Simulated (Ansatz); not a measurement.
```yaml
crystal:
  periodic: [false, false, false]
  atoms:
    - {symbol: C, position_ang: [-1.910782, 2.773819, 1.670734]}
    - {symbol: O, position_ang: [-0.625681, 2.196378, 1.627903]}
    - {symbol: Si, position_ang: [-0.219236, 0.961122, 0.675146]}
    - {symbol: O, position_ang: [-1.072028, -0.370281, 1.090874]}
    - {symbol: Si, position_ang: [-0.954806, -1.984829, 0.928601]}
    - {symbol: O, position_ang: [-2.411896, -2.657054, 1.146313]}
    - {symbol: O, position_ang: [0.069274, -2.601607, 2.052529]}
    - {symbol: O, position_ang: [-0.342238, -2.356634, -0.533279]}
    - {symbol: O, position_ang: [1.359317, 0.694612, 0.870464]}
    - {symbol: Si, position_ang: [2.532646, -0.386789, 0.504083]}
    - {symbol: O, position_ang: [2.104201, -1.168535, -0.873212]}
    - {symbol: O, position_ang: [2.694630, -1.469866, 1.690844]}
    - {symbol: O, position_ang: [3.930245, 0.389435, 0.239477]}
    - {symbol: O, position_ang: [-0.565729, 1.314495, -0.870025]}
    - {symbol: Si, position_ang: [-0.479503, 0.759950, -2.398607]}
    - {symbol: O, position_ang: [1.107182, 0.543700, -2.790864]}
    - {symbol: O, position_ang: [-1.267265, -0.638140, -2.554594]}
    - {symbol: O, position_ang: [-1.052540, 1.873279, -3.428914]}
    - {symbol: H, position_ang: [-1.880068, 3.616819, 2.362009]}
    - {symbol: H, position_ang: [-2.656077, 2.055601, 2.027917]}
    - {symbol: H, position_ang: [-2.214621, 3.139778, 0.684802]}
    - {symbol: H, position_ang: [-3.180356, -2.193926, 0.811665]}
    - {symbol: H, position_ang: [-0.273317, -2.700839, 2.942967]}
    - {symbol: H, position_ang: [0.601712, -2.138654, -0.687507]}
    - {symbol: H, position_ang: [1.944381, -0.604596, -1.653897]}
    - {symbol: H, position_ang: [1.898768, -1.950530, 1.961213]}
    - {symbol: H, position_ang: [4.317111, 0.880723, 0.964846]}
    - {symbol: H, position_ang: [1.589482, 1.311520, -3.103521]}
    - {symbol: H, position_ang: [-1.053088, -1.356765, -1.935132]}
    - {symbol: H, position_ang: [-1.989708, 2.067815, -3.422816]}
basis:
  gaussian: {orbitals: cc-pVTZ}
hamiltonian: {xc: {name: B97M-V}}
accuracy: high
output: {forces: true}
```

```sh
$ ansatz run in.yaml --threads 11 --pin off --events-out ev --progress --plain --max-ram 120832MiB --backend cuda --devices 0, --max-vram 75GiB
```

Output, abridged:

```
Functional definition: B97M-V
13355 factors; integrals over basis functions are off by at most 1.9e-7 eV
mean field evaluation 1: about -59326.5362 eV, gradient 1.8e2 eV
mean field evaluation 2: about -59261.3133 eV, gradient 2.6e2 eV
mean field evaluation 4: about -59374.6594 eV, gradient 1.3e1 eV
mean field evaluation 8: about -59374.9609 eV, gradient 7.4e-1 eV
mean field evaluation 16: about -59374.9619 eV, gradient 1.9e-4 eV
mean field -59374.96191192 eV, -2181.9896044682 hartree, gradient 4.9e-8 eV, S^2 0.000000; 0 other end points of the search recorded, 0 dependent functions left out
reference -59374.96192287 eV, -2181.9896048707 hartree; 89, 89 occupied and 635, 635 virtual orbitals, 13355 factors
Total energy: -59374.96192287 eV, -2181.9896048707 hartree
Atom 0 at    -1.910782     2.773819     1.670734 Å, force    -0.191805     0.083478     0.001266 eV/Å
Atom 1 at    -0.625681     2.196378     1.627903 Å, force     0.092588     0.043953     0.066347 eV/Å
Atom 2 at    -0.219236     0.961122     0.675146 Å, force     0.019971    -0.194509    -0.131385 eV/Å
Atom 3 at    -1.072028    -0.370281     1.090874 Å, force    -0.010546     0.039718     0.012027 eV/Å
Atom 4 at    -0.954806    -1.984829     0.928601 Å, force    -0.044190     0.163280     0.041958 eV/Å
Atom 5 at    -2.411896    -2.657054     1.146313 Å, force    -0.168310     0.027583    -0.046721 eV/Å
Atom 6 at     0.069274    -2.601607     2.052529 Å, force    -0.051001    -0.085615     0.174345 eV/Å
Atom 7 at    -0.342238    -2.356634    -0.533279 Å, force     0.270732    -0.022117    -0.047734 eV/Å
Atom 8 at     1.359317     0.694612     0.870464 Å, force    -0.021132     0.045069     0.019543 eV/Å
Atom 9 at     2.532646    -0.386789     0.504083 Å, force    -0.108259     0.114169     0.070186 eV/Å
Atom 10 at     2.104201    -1.168535    -0.873212 Å, force     0.018140     0.129803    -0.239927 eV/Å
Atom 11 at     2.694630    -1.469866     1.690844 Å, force    -0.135618    -0.163373     0.084840 eV/Å
Atom 12 at     3.930245     0.389435     0.239477 Å, force     0.123897     0.078070     0.097080 eV/Å
Atom 13 at    -0.565729     1.314495    -0.870025 Å, force    -0.003843     0.032930     0.027558 eV/Å
Atom 14 at    -0.479503     0.759950    -2.398607 Å, force    -0.047957     0.053616     0.131046 eV/Å
Atom 15 at     1.107182     0.543700    -2.790864 Å, force     0.109566     0.155086    -0.125203 eV/Å
Atom 16 at    -1.267265    -0.638140    -2.554594 Å, force     0.021444    -0.236455     0.101557 eV/Å
Atom 17 at    -1.052540     1.873279    -3.428914 Å, force    -0.157626     0.053209    -0.056818 eV/Å
Atom 18 at    -1.880068     3.616819     2.362009 Å, force    -0.012704    -0.189694    -0.156366 eV/Å
Atom 19 at    -2.656077     2.055601     2.027917 Å, force     0.126763     0.144793    -0.075361 eV/Å
Atom 20 at    -2.214621     3.139778     0.684802 Å, force     0.039478    -0.070681     0.188819 eV/Å
Atom 21 at    -3.180356    -2.193926     0.811665 Å, force     0.186865    -0.071264     0.054209 eV/Å
Atom 22 at    -0.273317    -2.700839     2.942967 Å, force     0.049276     0.041175    -0.190131 eV/Å
Atom 23 at     0.601712    -2.138654    -0.687507 Å, force    -0.306516    -0.072720     0.059978 eV/Å
Atom 24 at     1.944381    -0.604596    -1.653897 Å, force     0.077025    -0.161636     0.241580 eV/Å
Atom 25 at     1.898768    -1.950530     1.961213 Å, force     0.203711     0.146867    -0.092011 eV/Å
Atom 26 at     4.317111     0.880723     0.964846 Å, force    -0.115863    -0.111148    -0.132062 eV/Å
Atom 27 at     1.589482     1.311520    -3.103521 Å, force    -0.118508    -0.141131     0.073348 eV/Å
Atom 28 at    -1.053088    -1.356765    -1.935132 Å, force    -0.041591     0.232137    -0.185661 eV/Å
Atom 29 at    -1.989708     2.067815    -3.422816 Å, force     0.196012    -0.064592     0.033693 eV/Å
Dipole moment:    -0.607913     0.583089     0.332961 e Å
```

It took 20 s on 11 threads of an AMD EPYC 7R13 on a shared host and a whole NVIDIA H100 80 GB, with 4.5 GiB of host memory at the peak.
